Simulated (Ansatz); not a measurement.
The cluster Ru3H, relaxed as a doublet with UKS PBE0-D4/def2-TZVP in Ansatz, starting from the GFN2-xTB geometry. Force threshold 0.02 eV/Å.

In the def2 sets Ru takes a core potential; there is no spin–orbit coupling. The charge 0 doublet is spin-contaminated (final ⟨S²⟩ up to 3.17, 0.75 for a pure state). Another isomer (doublet) lies 0.46 eV lower at PBE0-D4/def2-TZVP; other spin states weren't run for this one.

Start:

Cartesian coordinates in Å:
```
Ru -0.356 -0.281 2.213
Ru 0.604 0.438 -2.135
Ru 0.515 0.331 0.167
H -0.763 -0.488 -0.245
```

```tsv
step	energy (eV)	largest force component (eV/Å)	SCF passes
1	-7758.1262	0.707	177
2	-7758.3861	0.881	128
3	-7758.4201	0.529	63
4	-7758.4407	0.106	59
5	-7758.4415	0.044	66
6	-7758.4419	0.013	65
7	-7758.4422	0.022	70
8	-7758.4433	0.033	71
9	-7758.4539	0.065	77
10	-7758.4875	0.301	78
11	-7758.5823	0.565	88
12	-7758.7091	0.520	91
13	-7758.7856	0.932	94
14	-7758.8834	0.640	82
15	-7759.0148	0.330	97
16	-7759.1806	0.727	108
17	-7759.2454	0.775	105
18	-7759.2770	0.190	95
19	-7759.2783	0.021	72
20	-7759.2784	0.004	73
```

Force components are those of the run's own axes.

End:

```xyz
4

Ru    0.769   -0.589    1.462
Ru    1.227   -0.117   -1.039
Ru   -0.474    0.915   -0.072
H    -1.522   -0.209   -0.351
```

Bonds formed: Ru1–Ru2 (atoms count from 1).

The force fell under the threshold at step 6, but the optimiser went on and released 0.837 eV more. No frequencies were taken in this run, so the end may be a saddle point.

Hardware: 4 threads of Arm Neoverse V2 on a shared host. Wall time 70 s.
